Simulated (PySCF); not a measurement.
MoO2(NMe2)2, C4H12MoN2O2 (singlet state).
Bonds: Mo1–O2, Mo1–O3, Mo1–N4, Mo1–N13, N4–C5, N4–C6, N13–C14, N13–C15. Hydrogens: H7, H8, H9 on C5; H10, H11, H12 on C6; H16, H17, H18 on C14; H19, H20, H21 on C15.

Method: PySCF, PBE0-D3(BJ)/def2-SVP geometry optimisation, gas phase, def2 core potentials past Kr; density fitting, grid level 1; the optimiser is geomeTRIC in internal coordinates, started from a GFN2-xTB structure with every atom displaced at random (about 0.03 Å).

Step 4: E = -13255.5149 eV
```
atom  x, y, z in Å  |  force x, y, z in eV/Å
Mo1     0.9936   -0.0056    0.7548   -0.246  -0.010  -0.032
O2      0.8739   -0.0632    2.4368   -0.021   0.005   0.116
O3      2.5628   -0.0063    0.1409    0.191   0.019  -0.087
N4      0.1213    1.6025    0.1259    0.033   0.015  -0.001
C5      0.5270    2.3284   -1.0546   -0.023  -0.012  -0.006
C6     -1.0126    2.1739    0.8105   -0.058   0.021   0.028
H7     -0.2824    2.3494   -1.8097    0.011  -0.002   0.006
H8      1.4110    1.8642   -1.5133    0.013   0.018   0.008
H9      0.7792    3.3768   -0.8053    0.003  -0.011  -0.008
H10    -1.2716    1.5874    1.7038    0.018   0.011  -0.004
H11    -0.8008    3.2096    1.1382    0.013  -0.003  -0.013
H12    -1.9035    2.2067    0.1544    0.009  -0.016  -0.004
N13     0.0719   -1.5580    0.0556    0.125  -0.065   0.086
C14     0.4124   -2.1202   -1.2310   -0.062   0.013  -0.005
C15    -0.8559   -2.3574    0.8227   -0.017   0.009  -0.059
H16     0.8729   -3.1200   -1.1179    0.007  -0.001  -0.009
H17     1.1255   -1.4774   -1.7669    0.004  -0.025   0.006
H18    -0.4879   -2.2341   -1.8634    0.005   0.012  -0.017
H19    -1.0530   -1.8986    1.8006    0.001   0.005   0.001
H20    -1.8192   -2.4694    0.2901   -0.003   0.012   0.007
H21    -0.4513   -3.3726    0.9982   -0.004   0.003  -0.012
```

Step 5: E = -13255.5207 eV
```
atom  x, y, z in Å  |  force x, y, z in eV/Å
Mo1     0.9984   -0.0036    0.7716   -0.057  -0.047   0.240
O2      0.8689   -0.0533    2.4581   -0.016   0.002  -0.133
O3      2.5715    0.0154    0.1642    0.105   0.001  -0.069
N4      0.1212    1.5926    0.1344    0.009   0.068  -0.046
C5      0.5146    2.3009   -1.0604    0.018   0.004  -0.033
C6     -1.0071    2.1712    0.8196   -0.083   0.048   0.047
H7     -0.2958    2.3022   -1.8138   -0.011  -0.009   0.001
H8      1.4024    1.8391   -1.5149    0.004   0.011   0.017
H9      0.7580    3.3558   -0.8314    0.000  -0.008   0.005
H10    -1.2425    1.6094    1.7349    0.011   0.012  -0.001
H11    -0.7987    3.2183    1.1109    0.001  -0.005  -0.008
H12    -1.9094    2.1751    0.1788    0.004  -0.011  -0.005
N13     0.0990   -1.5630    0.0669    0.062  -0.090  -0.006
C14     0.4195   -2.1086   -1.2313   -0.003   0.015  -0.033
C15    -0.8562   -2.3484    0.8108   -0.054  -0.006   0.015
H16     0.8592   -3.1202   -1.1426   -0.007  -0.003   0.012
H17     1.1449   -1.4744   -1.7601    0.017  -0.002   0.007
H18    -0.4854   -2.1896   -1.8623   -0.001   0.011  -0.007
H19    -1.0534   -1.8981    1.7930    0.000   0.000  -0.001
H20    -1.8157   -2.4291    0.2657   -0.002   0.012   0.012
H21    -0.4803   -3.3757    0.9782    0.004  -0.002  -0.017
```

Task: Estimate the geometry and energy of step 6. (The exact step hangs on the optimiser's Hessian estimate; all steps are aligned on step 5, rigid shifts and turns removed.)

Result: E = -13255.5248 eV, largest force 0.266 eV/Å
```
atom  x, y, z in Å  |  force x, y, z in eV/Å
Mo1     1.0057   -0.0081    0.7952    0.024   0.010   0.265
O2      0.8712   -0.0452    2.4828   -0.010  -0.004  -0.203
O3      2.5795    0.0274    0.1829    0.004  -0.019  -0.013
N4      0.1184    1.5803    0.1463   -0.007   0.009   0.013
C5      0.4887    2.2517   -1.0764    0.019   0.015  -0.039
C6     -0.9964    2.1806    0.8384   -0.033   0.042   0.009
H7     -0.3300    2.2203   -1.8198   -0.016  -0.008  -0.004
H8      1.3770    1.7863   -1.5262    0.001   0.001   0.017
H9      0.7240    3.3157   -0.8853   -0.002   0.001   0.011
H10    -1.1912    1.6654    1.7895    0.005   0.000   0.001
H11    -0.7894    3.2435    1.0658   -0.005  -0.006  -0.005
H12    -1.9194    2.1412    0.2292    0.003  -0.004  -0.002
N13     0.1278   -1.5791    0.0905    0.029   0.043  -0.016
C14     0.4452   -2.0767   -1.2269   -0.015  -0.071  -0.041
C15    -0.8696   -2.3477    0.7950   -0.011  -0.033   0.006
H16     0.8530   -3.1042   -1.1784   -0.018  -0.008   0.011
H17     1.1981   -1.4456   -1.7202    0.012   0.004   0.022
H18    -0.4538   -2.1010   -1.8712    0.001   0.006  -0.007
H19    -1.0682   -1.9190    1.7870    0.018   0.010  -0.011
H20    -1.8221   -2.3773    0.2326   -0.002   0.013   0.007
H21    -0.5351   -3.3925    0.9396    0.004  -0.002  -0.020
```

The energy changes by -0.0041 eV. The first-order estimate −F·Δx gives -0.0086 eV and the mean of the old and new forces, exact on a quadratic surface, -0.0046 eV. The step makes an angle of 85° with the force vector and moves no atom by more than 0.095 Å.

The cost below is that of the whole optimisation. The run took 8.6 min wall on one thread of an Arm Neoverse V1, shared host, and the process peaked at 0.96 GiB of memory.
